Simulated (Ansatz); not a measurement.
`O[Si]Br` + CH₃OH → `CO[Si]Br` + H₂O at 600 K and 1 bar (ligand exchange at the Si–O bond).

Calculated with Ansatz (gas phase, PBE0-D4/def2-TZVP geometries, no zero-point term in ΔE). CBS: MP2 limit from def2 TZ/QZ plus the TZ coupled-cluster correction, frozen cores. This one scheme is used for every species. For Br outer-core shells are correlated without core-valence functions, which leaves a few kJ/mol of doubt a bond. Scalar relativity is left out up to krypton. Each species was taken in one conformer, which may not be the lowest.

```tsv
species	CCSD(T)/CBS energy (Eh)	H − E (kJ/mol)	S (J/(mol·K))
`O[Si]Br`	-2938.23569	72.2	335.6
CH₃OH	-115.61712	163.6	277.3
`CO[Si]Br`	-2977.47730	159.8	396.4
H₂O	-76.37941	76.8	212.8
```

H − E and S are ideal-gas, rigid-rotor, harmonic terms from PBE0-D4/def2-TZVP, for one conformer and one mirror image of each species. 1 Eh = 2625.50 kJ/mol, R = 8.31446 J/(mol·K).

Question: By hand: ΔE, ΔH, ΔS and ΔG.

Answer: ΔE = (-2977.47730) + (-76.37941) − (-2938.23569) − (-115.61712) = -0.00390 Eh = -10.2 kJ/mol. Δ(H − E) = 159.8 + 76.8 − 72.2 − 163.6 = 0.8, so ΔH = -9.4 kJ/mol. ΔS = 396.4 + 212.8 − 335.6 − 277.3 = -3.7 J/(mol·K). ΔG = -9.4 − 600 × (-3.7)/1000 = -7.2 kJ/mol.

Question: By hand: the equilibrium constant, and the temperature at which ΔG would vanish if ΔH and ΔS stayed fixed.

Answer: log₁₀ K = −ΔG/(RT ln 10) = 0.6. ΔG = 0 at ΔH/ΔS = 2541 K, far beyond where these terms or the molecules hold.

The number of gas molecules stays the same, so ΔS is small and ΔH decides. A doubt of 5 kJ/mol in ΔE shifts log₁₀ K by 0.4 here. Other conformers and mirror images would add mixing entropy, several J/(mol·K) or more a flexible species. These are equilibria of isolated gas molecules and say nothing of rates. Largest T1 diagnostic: 0.012 (customary marks: 0.02 for closed shells, 0.045 for open ones).
